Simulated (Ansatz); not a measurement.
Relaxation of Cl3H2NZr (7 atoms, charge 0, multiplicity 1), to a largest force component of 0.03 eV/Å in at most 50 steps.

Theory: Ansatz 0.2.0, RKS PBE0-D4/def2-SVP.

```xyz
7
Properties=species:S:1:pos:R:3
Zr -0.327 0.076 1.109
Cl 2.066 -1.657 -1.679
N -0.581 0.479 -0.627
H 1.111 -0.753 -1.618
Cl 0.908 1.772 2.223
Cl -2.297 -0.777 2.116
H -0.880 0.861 -1.523
```

Problem. Where does it end, and by what steps?

Solution. The run converged. After 16 steps the energy has fallen by 3.490 eV; Cl2 moved furthest, 1.92 Å. Parted: Cl2–H4. Joined: Zr1–Cl2, N3–H4.

| step | energy less start (eV) | largest force component (eV/Å) | accepted |
| --- | --- | --- | --- |
| 0 | 0.0000 | 0.479 | yes |
| 1 | -0.1183 | 0.243 | yes |
| 2 | -0.2778 | 0.374 | yes |
| 3 | -0.4686 | 0.523 | yes |
| 4 | -0.6800 | 0.829 | yes |
| 5 | -0.9600 | 0.981 | yes |
| 6 | -1.4095 | 1.965 | yes |
| 7 | -2.1757 | 1.673 | yes |
| 8 | -2.2475 | 6.315 | yes |
| 9 | -2.9394 | 1.671 | yes |
| 10 | -3.1690 | 0.705 | yes |
| 11 | -3.3420 | 0.643 | yes |
| 12 | -3.4474 | 0.259 | yes |
| 13 | -3.4546 | 0.889 | yes |
| 14 | -3.4862 | 0.301 | yes |
| 15 | -3.4893 | 0.121 | yes |
| 16 | -3.4899 | 0.025 | yes |

```xyz
7
Properties=species:S:1:pos:R:3
Zr 0.208 -0.273 0.634
Cl 1.820 -1.915 0.208
N -0.349 0.440 -1.135
H 0.102 0.237 -2.027
Cl 1.073 1.507 1.900
Cl -1.717 -1.063 1.717
H -1.137 1.067 -1.297
```

Whether the end is a true minimum wasn't checked by a vibrational analysis.

Time of the run: 74 s on 2 threads of Arm Neoverse V1 (shared host), peak memory 0.27 GiB.
